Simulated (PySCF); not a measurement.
Computed shifts of a molecule C₂H₆FGaO, PBE/pcSseg-1 (PySCF), GIAO, gas phase, atoms alike by connectivity averaged where their shifts nearly agree, in ppm (number of nuclei): ¹⁹F: -157.3 (1). ¹³C: 61.0 (1), -10.7 (1). ¹H: 4.48 (3), 0.63 (3). References: ¹⁹F against CFCl3 (σ = 133.6 ppm); ¹³C against TMS (σ = 182.0 ppm); ¹H against TMS (σ = 31.49 ppm); ¹⁷O against H2O (σ = 334.3 ppm), references at their B3LYP-D3(BJ)/def2-TZVP geometries, non-relativistic. Coordinates come from a B3LYP-D3(BJ)/def2-SVP optimisation. Other conformers were not sampled.

### Question
Pick the molecule that these values belong to.
A) C[CH2][Ga]([OH])[F]
B) CC[O][GaH][F]
C) C[O][Ga]([CH3])[F]

### Answer
C, C[O][Ga]([CH3])[F]
